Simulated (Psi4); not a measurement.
Worked example: the enthalpy of formation of AlN2H4Cl (SMILES [NH2][Al]([NH2])[Cl])

AlN2H4Cl: 8 atoms, total charge 0, spin state singlet. SMILES: `[NH2][Al]([NH2])[Cl]`. The shape was relaxed beforehand at PBE0/def2-TZVP.

Total energies at CCSD(T)/CBS estimate, 12 core orbitals frozen (Psi4 1.11); the atoms run unrestricted:

| species | state | energy (Eh) |
| --- | --- | --- |
| AlN2H4Cl | singlet | -813.763807 |
| N | quartet | -54.532217 |
| Al | doublet | -241.937296 |
| Cl | doublet | -459.707599 |
| H | doublet | -0.500000 |

Harmonic wavenumbers at PBE0-D4/def2-TZVP, in cm⁻¹: 168, 185, 245, 246, 331, 351, 377, 481, 622, 693, 806, 909, 1561, 1570, 3621, 3622, 3712, 3713.

Measured heats of formation of the gaseous atoms at 298.15 K, in kJ/mol: N 472.4, Al 329.7, Cl 121.3, H 218.0. Spin-orbit lowering of the atoms at 298 K (mean of the ground term's levels less their thermal mean, from spectra), in kJ/mol: Al 0.17, Cl 3.44. Take 1 Eh = 2625.50 kJ/mol, 1 cm⁻¹ = 0.0119627 kJ/mol, RT = 2.479 kJ/mol.

Question: Work out the heat of formation of the gas at 298 K.

Answer: 
1. Electronic atomisation energy: 2 × (-54.532217) + (-241.937296) + (-459.707599) + 4 × (-0.500000) − (-813.763807) = 1.054478 Eh = 2768.5 kJ/mol.
2. Zero-point energy: half the sum of the wavenumbers, 11606.5 cm⁻¹ = 138.8 kJ/mol.
3. Thermal vibrational enthalpy, Σ hcν̃/(exp(hcν̃/kT) − 1): 10.2 kJ/mol. Translation, rotation and pV of a non-linear molecule: 4 RT = 9.9 kJ/mol.
4. The 8 free atoms carry 5/2 RT each: 49.6 kJ/mol.
5. Spin-orbit coupling lowers the free atoms by 0.17 + 3.44 = 3.6 kJ/mol.
6. Atomisation enthalpy at 298 K: 2768.5 − 3.6 − 138.8 − 10.2 − 9.9 + 49.6 = 2655.6 kJ/mol.
7. Sum of the atoms' heats of formation: 2267.8 kJ/mol. Heat of formation: 2267.8 − 2655.6 = -387.8 kJ/mol.

No measured value is set beside it here. Anharmonicity and any spin-orbit splitting of the molecule are left out, and so is core correlation.
